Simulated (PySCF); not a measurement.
Isomers of C8H7F.

All values: CAM-B3LYP/def2-SVPD (PySCF) at GFN2-xTB geometries, gas phase, one conformer each. Core orbitals are frozen in the response; Δα² is half the sum of the squared differences of the principal polarisabilities.

**Question.** Rank by dipole moment, highest first.
A. `[CH:1]#[C:2][C@@H:3]1[C:4]([F:5])=[C:6]1[CH2:7][CH:8]=[CH2:9]` with C4–C6–C7–C8 -108°, C6–C7–C8–C9 120°
B. `[CH:1]#[C:2][C@@:3]([F:4])([C:5]#[C:6][CH3:7])[CH:8]=[CH2:9]` with C2–C3–C8–C9 121°
C. `[CH:1]#[C:2][CH2:3]/[C:4]([C:5]#[C:6][CH3:7])=[CH:8]\[F:9]` with C2–C3–C4–C5 65°

**Answer.** B (2.35 D), C (2.11 D), A (1.79 D).

**Question.** Rank by HOMO energy, highest first.
A. `[CH:1]#[C:2][CH2:3]/[C:4]([C:5]#[C:6][CH3:7])=[CH:8]\[F:9]` with C2–C3–C4–C5 65°
B. `[CH3:1][C:2]#[C:3][C:4]#[C:5]/[CH:6]=[CH:7]/[CH2:8][F:9]` with C6–C7–C8–F9 1°
C. `[CH:1]#[C:2][C@@:3]([F:4])([C:5]#[C:6][CH3:7])[CH:8]=[CH2:9]` with C2–C3–C8–C9 121°
D. `[CH:1]#[C:2][C@@H:3]1[C:4]([F:5])=[C:6]1[CH2:7][CH:8]=[CH2:9]` with C4–C6–C7–C8 -108°, C6–C7–C8–C9 120°

**Answer.** B (-7.63 eV), A (-8.01 eV), D (-8.77 eV), C (-8.96 eV).

**Question.** Rank by mean static polarisability, lowest first.
A. `[CH:1]#[C:2][C@@H:3]1[C:4]([F:5])=[C:6]1[CH2:7][CH:8]=[CH2:9]` with C4–C6–C7–C8 -108°, C6–C7–C8–C9 120°
B. `[CH3:1][C:2]#[C:3][C:4]#[C:5]/[CH:6]=[CH:7]/[CH2:8][F:9]` with C6–C7–C8–F9 1°
C. `[CH:1]#[C:2][C@@:3]([F:4])([C:5]#[C:6][CH3:7])[CH:8]=[CH2:9]` with C2–C3–C8–C9 121°

**Answer.** A (13.38 Å³), C (13.85 Å³), B (17.26 Å³).

All values together:

```json
{"SMILES": "C#C[C@@](F)(C#CC)C=C", "μ (D)": "2.35", "HOMO (eV)": "-8.96", "LUMO (eV)": "0.78", "α (Å³)": "13.85", "Δα (Å³)": "5.95"}
{"SMILES": "C#CC/C(C#CC)=C\\F", "μ (D)": "2.11", "HOMO (eV)": "-8.01", "LUMO (eV)": "0.50", "α (Å³)": "14.01", "Δα (Å³)": "6.72"}
{"SMILES": "C#C[C@@H]1C(F)=C1CC=C", "μ (D)": "1.79", "HOMO (eV)": "-8.77", "LUMO (eV)": "0.95", "α (Å³)": "13.38", "Δα (Å³)": "3.86"}
{"SMILES": "CC#CC#C/C=C/CF", "μ (D)": "2.15", "HOMO (eV)": "-7.63", "LUMO (eV)": "-0.29", "α (Å³)": "17.26", "Δα (Å³)": "22.25"}
```

Conformers: `[CH:1]#[C:2][C@@:3]([F:4])([C:5]#[C:6][CH3:7])[CH:8]=[CH2:9]` with C2–C3–C8–C9 121°; `[CH:1]#[C:2][CH2:3]/[C:4]([C:5]#[C:6][CH3:7])=[CH:8]\[F:9]` with C2–C3–C4–C5 65°; `[CH:1]#[C:2][C@@H:3]1[C:4]([F:5])=[C:6]1[CH2:7][CH:8]=[CH2:9]` with C4–C6–C7–C8 -108°, C6–C7–C8–C9 120°; `[CH3:1][C:2]#[C:3][C:4]#[C:5]/[CH:6]=[CH:7]/[CH2:8][F:9]` with C6–C7–C8–F9 1°.
